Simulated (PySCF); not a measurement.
Adding and removing an electron: RbSb

r²SCAN; Rb def2-SVP with ECP28, Sb def2-SVP with ECP28; scalar-relativistic core potentials (PySCF 2.14). Neutral (UKS): triplet (π ↑↑), Re = 3.516 Å, ωe = 106 cm⁻¹, De = 1.12 eV, HOMO -2.97 eV, LUMO -1.80 eV.

RbSb⁺ (UKS): quartet (σ ↑, π ↑↑), Re = 4.075 Å, ωe = 38.2 cm⁻¹, De = 0.11 eV to Rb⁺ + Sb. The energies at the minima are -264.44193 hartree for RbSb and -264.25493 for RbSb⁺.

Question: Work out the adiabatic ionisation energy, without and with harmonic zero-point energies (1 hartree = 27.2114 eV, 1 eV = 8065.5 cm⁻¹), and the change of the bond length.

Answer: At r²SCAN: 0.18700 hartree = 5.089 eV between the minima; the zero-point term (38.2 − 106.0)/2 cm⁻¹ = -0.004 eV makes it 5.084 eV. Re changes by +55.9 pm against the neutral. The electron leaves a σ orbital, and the ion is left as a loose complex of an ion and an atom.

Weak bonds: RbSb⁺. Basis-set superposition, not corrected here, can be much of De in a small basis, most of all at correlated wavefunction levels. These are scalar-relativistic numbers at best; spin–orbit coupling would shift them, the dissociation energy most. For an ion De counts to the pair picked by the measured ionisation energies or electron affinities, which need not be the lowest pair at this level. States were picked by a PBE0 search and need not be the measured ground states.
